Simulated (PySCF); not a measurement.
Solvent effects on NMR parameters

Structure with atom numbers: `[CH3:1][SiH:2]([CH3:3])[n:4]1[cH:5][p:6][c:7]([F:8])[n:9]1`; H(Xn) means a hydrogen on atom n.

GIAO PBE0/pcSseg-1 in PySCF on one PBE0-D3(BJ)/def2-SVP conformer, non-relativistic, equivalent nuclei averaged. Solvents enter as an IEF-PCM continuum (dichloromethane with ε = 8.9, acetonitrile with ε = 35.7) around the gas-phase geometry. Shifts are referred to TMS, CFCl3 computed in the same medium.

Gas phase, δ in ppm: C7 200.8, C5 173.1, C1/C3 -2.0, Si2 13.5, F8 -99.2, H(C5) 8.67, H(Si2) 5.06, H(C1)/H(C3) 0.53. Dipole moment 4.12 D.

Problem. How does each δ change in the continuum?

Solution. 
```
      atoms                                      environment  Δδ, dichloromethane  Δδ, acetonitrile
         C7            ring carbon next to a ring phosphorus                 +0.9              +1.1
         C5                ring CH next to a ring phosphorus                 +4.3              +5.1
      C1/C3                       methyl carbon bonded to Si                 +0.3              +0.4
        Si2                      silicon bonded to 2 C, N, H                 +2.2              +2.4
         F8                                    aryl fluorine                 -3.3              -3.7
      H(C5)  hydrogen on a ring CH next to a ring phosphorus                +0.38             +0.45
     H(Si2)           hydrogen on a silicon bonded to 2 C, N                +0.05             +0.07
H(C1)/H(C3)         hydrogen on a methyl carbon bonded to Si                +0.05             +0.05
```

Changes are relative to the gas phase. The dipole moment becomes 5.17 D in dichloromethane, 5.35 D in acetonitrile.

Problem. Which of the listed nuclei move most (in ppm), and what does the model miss? (N and O are left out, as their reference compounds move with the solvent too.)

Solution. C5 (ring CH next to a ring phosphorus, +5.1 ppm) in acetonitrile. A continuum only polarises the solute; specific hydrogen bonds, the anisotropy of aromatic solvents and changes of geometry or conformer are outside it.
